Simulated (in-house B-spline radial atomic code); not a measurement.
The numbers below are computed, except where a source is named.
**Ghost states of the separable form: Te**

Te, [Kr] 4d10 5s2 5p4, non-relativistic PBE, spherical and spin-unpolarised, from an all-electron radial atomic-structure program (B-spline basis) (atomic units; all potentials screened as in the neutral atom).

Troullier-Martins channels: 5s (ε = -0.5129, r_c = 1.901 bohr), 5p (ε = -0.2212, r_c = 2.101 bohr). In the Kleinman-Bylander form one channel serves as the local potential, and each other channel l becomes |δV u><u δV|/<u|δV|u>, with δV = V_l − V_local and u the pseudo-orbital. Its strength is E_KB = <u|δV²|u>/<u|δV|u>. By the analysis of Gonze, Stumpf and Scheffler a spurious state lies below the reference level ε if E_KB > 0 and ε is above the second level of the local potential alone, or if E_KB < 0 and ε is above its first. The table's levels are those of angular momentum l in a sphere of 9 bohr, whose wall can lift a shallow ε a little above its free-atom value.

```tsv
local	channel	<u δV u>	<u δV² u>	ε	first local level	second local level
p	s	-0.038902	0.075039	-0.5129	-0.4901	0.0228
s	p	0.026503	0.033872	-0.2210	-0.2530	0.0920
```

Task: Apply the rule to each row.

Result: Local p, channel s: E_KB = -1.93, so ε = -0.5129 is set against -0.4901: no ghost. Local s, channel p: E_KB = +1.28, so ε = -0.2210 is set against 0.0920: no ghost.

Diagonalising the separable Hamiltonian gives:

```csv
local,channel,three lowest levels,"all-electron, two lowest valence levels"
p,s,"-0.5129, 0.0225, 0.3195","-0.5129, 0.0249"
s,p,"-0.2210, 0.0993, 0.4376","-0.2210, 0.0995"
```

Task: Which choices of local channel are safe?

Result: All are free of ghosts. Among the safe choices the second level, which tests transfer, is off by at most 0.2 millihartree (s local), 2.3 millihartree (p local).
